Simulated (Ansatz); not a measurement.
Kohn–Sham single points on CH7BSSi.

```yaml
crystal:
  periodic: [false, false, false]
  atoms:
    - {symbol: B, position_ang: [-0.805066, 1.305454, 0.078181]}
    - {symbol: Si, position_ang: [0.472996, 0.792116, -1.320624]}
    - {symbol: S, position_ang: [0.738447, 0.278032, 0.837789]}
    - {symbol: C, position_ang: [0.109692, -1.416939, 0.869902]}
    - {symbol: H, position_ang: [-0.718892, 2.439306, 0.451940]}
    - {symbol: H, position_ang: [-1.822585, 0.691359, 0.212202]}
    - {symbol: H, position_ang: [1.642891, 1.608976, -1.730219]}
    - {symbol: H, position_ang: [0.498179, -0.509415, -2.037805]}
    - {symbol: H, position_ang: [-0.369977, -1.574651, 1.835470]}
    - {symbol: H, position_ang: [0.941304, -2.109433, 0.747686]}
    - {symbol: H, position_ang: [-0.621589, -1.561806, 0.076178]}
basis:
  gaussian: {orbitals: def2-TZVPP}
hamiltonian: {xc: {name: CAM-B3LYP}, dispersion: d4}
output: {orbitals: {seedname: orbitals}}
```

```sh
$ ansatz run in.yaml --threads 2 --pin off --events-out ev --progress --plain --max-ram 4352MiB
```

It prints (some lines left out):

```
Functional definition: CAM-B3LYP
1349 factors; their error is unknown
345 factors; integrals over basis functions are off by at most 1.1e-5 eV
mean field evaluation 1: about -20536.7089 eV, gradient 3.9e1 eV
mean field evaluation 2: about -20537.5398 eV, gradient 3.5e1 eV
mean field evaluation 4: about -20540.6262 eV, gradient 9.5e-1 eV
mean field evaluation 8: about -20540.6338 eV, gradient 3.6e-1 eV
mean field evaluation 16: about -20540.6340 eV, gradient 7.5e-5 eV
mean field -20540.63397643 eV, -754.8543756921 hartree, gradient 7.5e-5 eV, S^2 0.000000; 0 other end points of the search recorded, 0 dependent functions left out
reference -20540.63411490 eV, -754.8543807806 hartree; 24, 24 occupied and 220, 220 virtual orbitals, 1349 factors
Total energy: -20540.85968465 eV, -754.8626703161 hartree
```

Run time 4.4 s (2 threads of an Arm Neoverse V2 on a shared host); peak host memory 0.66 GiB.

Changing it to `hamiltonian: {xc: {name: wB97X-V}}` (abridged; 11 s):

```
Functional definition: wB97X-V
mean field evaluation 16: about -20538.2235 eV, gradient 3.2e-5 eV
mean field -20538.22351077 eV, -754.7657927130 hartree, gradient 3.1e-5 eV, S^2 0.000000
Total energy: -20538.22350849 eV, -754.7657926291 hartree
```

With the line `hamiltonian: {xc: pbe0, dispersion: d4}` (abridged; 3.9 s):

```
Functional definition: PBE0
mean field -20532.10163313 eV, -754.5408178593 hartree, gradient 8.3e-5 eV, S^2 0.000000
Total energy: -20532.32329542 eV, -754.5489637983 hartree
```

The same input with `hamiltonian: {xc: {name: B2PLYP}}` (abridged; 7.5 s):

```
Functional definition: B2PLYP
mean field evaluation 16: about -20527.3315 eV, gradient 1.5e-4 eV
mean field -20527.33153907 eV, -754.3655201358 hartree, gradient 5.4e-6 eV, S^2 0.000000
12 core orbitals not correlated: weight in the atoms' cores, before any rotation towards them, 1.000 or more for the frozen orbitals, at most 0.000 for the correlated occupied ones
second order -20.26273268 eV of doubles, -0.00000000 eV of singles
Total energy: -20532.80265517 eV, -754.5665799439 hartree
```

Changing it to `hamiltonian: {xc: lda}` (abridged; 1.8 s):

```
Functional definition: SPW92
mean field evaluation 16: about -20453.7364 eV, gradient 2.1e-4 eV
mean field -20453.73644440 eV, -751.6609502913 hartree, gradient 2.1e-5 eV, S^2 0.000000
Total energy: -20453.73648744 eV, -751.6609518728 hartree
```

Changing it to `hamiltonian: {xc: {name: BHLYP}, dispersion: d4}` (abridged; 4 s):

```
Functional definition: BHLYP
mean field evaluation 16: about -20540.2341 eV, gradient 6.5e-5 eV
mean field -20540.23406347 eV, -754.8396791617 hartree, gradient 6.5e-5 eV, S^2 0.000000
Total energy: -20540.57160701 eV, -754.8520836583 hartree
```
